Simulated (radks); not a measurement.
Problem. Spherical quantum dot in the effective-mass picture: electrons in a parabolic well V = omega^2 r^2 / 2 with omega = 1.1, all in effective atomic units (hartree* = m*/eps^2 hartree, bohr* = eps/m* bohr), one dielectric constant everywhere. Calculated with a radial shooting solver with Libxc functionals: non-relativistic Kohn-Sham, PBE, spin-polarised, spherical densities. Levels are named by radial order and angular momentum (1s, 1p, 1d, 2s, ...), and open shells are averaged over m. Results are scaled to m* = 0.097 and eps = 17.9, for which hartree* = 8.238 meV and bohr* = 9.765 nm. At N = 13 the configuration is 1s2 1p6 1d(up 5, down 0). Does electron 14 go into 2s down or 1d down or 2s up?

Solution. Into 1d down. The total energies of the other choices lie higher by 0.315 meV (2s up), 0.863 meV (2s down).
